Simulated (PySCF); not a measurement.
dimethylamine (C₂H₇N), singlet, geometry from GFN2-xTB. Base run: R2SCAN/def2-SV(P) (PySCF).

Input for PySCF:
```python
from pyscf import gto, scf, dft

mol = gto.Mole()
mol.atom = '''
    C    -0.035698   -0.198129    1.208851
    N    -0.011543    0.580847   -0.011457
    C    -0.031279   -0.245558   -1.200238
    H     0.794952   -0.917191    1.288671
    H     0.001605    0.476314    2.062425
    H    -0.972338   -0.755371    1.245980
    H     0.817452    1.168720   -0.021510
    H     0.799606   -0.967144   -1.248648
    H     0.009203    0.394768   -2.079554
    H    -0.967817   -0.803897   -1.218841
'''
mol.basis = 'def2-sv(p)'
mol.charge = 0
mol.spin = 0
mol.verbose = 4
mol.build()

mf = dft.RKS(mol)
mf.xc = 'r2scan'
mf.kernel()
mf.analyze()
```

The base run was repeated with changes; each row names its change, and settings that it needs were set with it.

| change | ΔE vs base (µEh) | grid points | electrons on the grid |
|---|---|---|---|
| base | 0.0 | 110800 | 26.00000 |
| grids.atom_grid = (30, 110) | -1279 | 24648 | 26.00030 |
| grids.prune = off | 0.0 | 173656 | 26.00000 |
| grids.radi_method = gauss_chebyshev | -32.9 | 108600 | 26.00000 |
| grids.becke_scheme = stratmann | 0.5 | 110800 | 26.00001 |
| small_rho_cutoff = 0 | 0.0 | 110800 | 26.00000 |
| grids.level = 4 | 19.7 | 195048 | 26.00000 |
| grids.atom_grid = (75, 302) | -0.2 | 146008 | 26.00000 |
| grids.prune = dft.gen_grid.sg1_prune | 15.4 | 49176 | 25.99996 |
| grids.radi_method = mura_knowles | 23.5 | 106480 | 26.00000 |
| grids.atom_grid = (150, 974) | 8.4 | 814800 | 26.00000 |
